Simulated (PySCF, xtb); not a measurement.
C2H7ClSi2, SMILES Cl[Si@H]1[SiH2]CC1.

Harmonic wavenumbers (cm⁻¹) from xtb with GFN2-xTB at its own minimum, in rising order: 75, 110, 158, 329, 378, 418, 472, 505, 525, 615, 646, 674, 709, 737, 764, 797, 1011, 1028, 1160, 1226, 1245, 1479, 1496, 2181, 2207, 2215, 2973, 2989, 3000, 3010.

### Question
What does PBE-D3(BJ)/def2-SVP (PySCF) give at its own minimum? (Estimate from the structure and the level; the computed values follow.)

### Answer
91, 139, 198, 300, 392, 432, 511, 542, 610, 624, 660, 694, 733, 761, 832, 897, 923, 976, 1035, 1138, 1188, 1368, 1377, 2144, 2149, 2166, 2986, 2988, 3044, 3054. Paired by order, the mean absolute difference is 48 cm⁻¹ and the zero-point energies are 50.2 and 50.0 kcal/mol.
